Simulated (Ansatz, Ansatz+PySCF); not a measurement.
```xyz
2

O     0.0000    0.0000   -1.1883
O     0.0000    0.0000    1.1883
```

Basis set: STO-3G (spherical functions). Correlated methods keep 2 orbitals frozen. Correlation on ROHF uses semicanonical orbitals with singles. Charge 0, multiplicity 3.

Computed with Ansatz (development build ahead of 0.2.0); each method stands on the lowest determinant of its kind that the runs found.

Q: Give the atomization energy at this shape (free ground-state atoms in the same class of orbitals less the molecule, no zero-point energy) of triplet O₂ by PBE0 (unrestricted), UHF-CCSDT(Q), UHF-MP2, UHF, ROHF-MP2, ROHF, ROHF-CCSD(T).

A:

```
             method  atomization energy
PBE0 (unrestricted)            -0.76 eV
       UHF-CCSDT(Q)             0.02 eV
            UHF-MP2            -1.22 eV
                UHF            -1.26 eV
           ROHF-MP2            -3.33 eV
               ROHF            -3.72 eV
       ROHF-CCSD(T)            -2.53 eV
```

Caution: the shape is not the minimum. Caution for PBE0 (unrestricted), UHF-CCSDT(Q), UHF-MP2, UHF: the unrestricted determinant is a mixture of spin states. Caution for UHF-CCSDT(Q), UHF-MP2, ROHF-MP2, ROHF-CCSD(T): large amplitudes, a single reference is doubtful. Caution for UHF-CCSDT(Q): the amplitudes may be one of several solutions. Caution for UHF-CCSDT(Q), UHF-MP2, UHF, ROHF-MP2, ROHF, ROHF-CCSD(T): the determinant breaks the point group. Caution for UHF-MP2, ROHF-MP2: another reference gives a lower total. Caution for UHF-MP2, UHF, ROHF-MP2, ROHF, ROHF-CCSD(T): the molecule lies well above its atoms at this level. Caution for ROHF-MP2, ROHF, ROHF-CCSD(T): an unrestricted determinant lies well below.

This basis has no polarisation functions and is too small for such energies, which can lie far from measured ones in either direction.
